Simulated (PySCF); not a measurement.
Species: FH8PSi3.
Cartesian coordinates in Å at the PBE0-D3(BJ)/def2-SVP level; atoms count from 1:
```xyz
13
FH8PSi3 angstrom
F      0.2638   -0.3084   -2.3164
Si    -0.0826    0.0287   -0.7481
Si     1.9231    0.4123    0.4032
Si    -1.2831   -1.7605    0.1851
P     -1.4340    1.8509   -0.7055
H      2.6316    1.5955   -0.1741
H      1.5647    0.7077    1.8259
H      2.8304   -0.7754    0.3676
H     -2.5789   -1.9670   -0.5292
H     -1.5606   -1.4202    1.6159
H     -0.4782   -3.0186    0.1331
H     -1.4233    1.8409    0.7266
H     -0.3654    2.7981   -0.7935
```

Method: PBE0-D3(BJ)/def2-SVP geometry optimisation, gas phase in PySCF 2.14.0.

Take the most abundant isotopes and a rigid rotor. The values belong to one conformer with, in the numbering `[F:1][Si:2]([SiH3:3])([SiH3:4])[PH2:5]`, F1–Si2–P5–H -177° and -84°.

Problem. Give the principal moments of inertia and the rotational constants in MHz.

Solution. Ia = 334.00, Ib = 350.67, Ic = 480.31 u·Å²; 505379 MHz·u·Å²/I gives A = 1513, B = 1441, C = 1052 MHz.

Problem. Classify the top.

Solution. An asymmetric top: κ = (2 × 1441 − 1513 − 1052)/(1513 − 1052) = 0.69.

Problem. Is it planar, by Δ = Ic − Ia − Ib?

Solution. Not planar: Δ = Ic − Ia − Ib = -204.36 u·Å². For a rigid frame Δ = −2 Σ m c², so Σ m c² = 102.18 u·Å² lies off the ab plane: 11.05 from hydrogen and 91.13 from heavier atoms. The atom farthest from that plane is 1.97 Å away.

Problem. Where do the levels up to J = 5 lie, in K?

Solution. Above 0(0,0), as E/k:
J = 1: 1(0,1) 0.120, 1(1,1) 0.123, 1(1,0) 0.142
J = 2: 2(0,2) 0.343, 2(1,2) 0.344, 2(1,1) 0.400, 2(2,1) 0.410, 2(2,0) 0.426
J = 3: 3(0,3) 0.667, 3(1,3) 0.667, 3(1,2) 0.767, 3(2,2) 0.769, 3(2,1) 0.820, 3(3,1) 0.841, 3(3,0) 0.853
J = 4: 4(0,4) 1.091, 4(1,4) 1.091, 4(1,3) 1.233, 4(2,3) 1.233, 4(2,2) 1.330, 4(3,2) 1.337, 4(3,1) 1.381, 4(4,1) 1.416, 4(4,0) 1.424
J = 5: 5(0,5) 1.616, 5(1,5) 1.616, 5(1,4) 1.799, 5(2,4) 1.799, 5(2,3) 1.940, 5(3,3) 1.941, 5(3,2) 2.033, 5(4,2) 2.046, 5(4,1) 2.084, 5(5,1) 2.135, 5(5,0) 2.140
Those of J = 1 are B + C, A + C and A + B.

Problem. Which types of transition are allowed, and where do some lines up to J = 4 fall?

Solution. The dipole components are |μa| = 0.58 D, |μb| = 0.33 D, |μc| = 1.50 D. The squared components, which scale the intensities, stand as 0.15 : 0.05 : 1.00 (a : b : c). Some lines, for components of 0.1 D or more:

```tsv
type	branch	J(Ka,Kc)	MHz	lower level (cm⁻¹)
b	Q	2(2,0) ← 2(1,1)	542	0.278
b	Q	4(4,0) ← 4(3,1)	886	0.960
b	Q	3(2,1) ← 3(1,2)	1110	0.533
a	Q	4(2,2) ← 4(2,3)	2026	0.857
a	Q	3(1,2) ← 3(1,3)	2086	0.464
b	Q	4(3,2) ← 4(2,3)	2153	0.857
a	R	1(0,1) ← 0(0,0)	2493	0.000
c	R	3(2,1) ← 2(1,1)	8761	0.278
b	R	4(1,4) ← 3(0,3)	8841	0.463
b	R	3(3,0) ← 2(2,1)	9224	0.285
b	R	4(1,3) ← 3(2,2)	9666	0.535
a	R	4(1,3) ← 3(1,2)	9710	0.533
b	R	4(4,0) ← 3(3,1)	12149	0.584
```

Whether it is a minimum is left open (no frequencies). No vibrational averaging or centrifugal distortion is included, and the geometry carries the error of its method. A rigid rotor knows nothing of internal rotation, which can split or shift real lines.
